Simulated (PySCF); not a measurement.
**From a computed spectrum to the compound**

A species of 4 atoms with charge 0 has these harmonic modes (PBE0, small Gaussian bases with core potentials, PySCF 2.14.0):

```json
{"cm⁻¹": "154", "km/mol": "34.8", "symmetry": "a'"}
{"cm⁻¹": "422", "km/mol": "143.8", "symmetry": "a'"}
{"cm⁻¹": "504", "km/mol": "156.5", "symmetry": "a''"}
{"cm⁻¹": "588", "km/mol": "100.4", "symmetry": "a'"}
{"cm⁻¹": "822", "km/mol": "168.1", "symmetry": "a'"}
{"cm⁻¹": "3964", "km/mol": "100.6", "symmetry": "a'"}
```

Task: Which species is it, and in which structure?

Result: DyO(OH) (singlet in the valence; each metal's 4f electrons, 9 of them, lie in its core potential, out of spins and levels):
```xyz
4

Dy    0.0655   -0.0112   -0.1777
O     1.3211    0.0572    1.1565
O    -1.8482    0.0506    0.5755
H    -2.2956    0.1049    1.4227
```
Ideal gas at 298.15 K and 1 bar: S = 311.6 J/(mol K), Cp = 59.3 J/(mol K), H − H(0 K) = 13.6 kJ/mol (rigid rotor, harmonic modes, spin degeneracy alone, that of the 4f electrons in the core included). An lcecp potential fixes the number of 4f electrons, so in runs with it no electron can move into or out of that shell.
 Other answers can fit too; this one was computed.
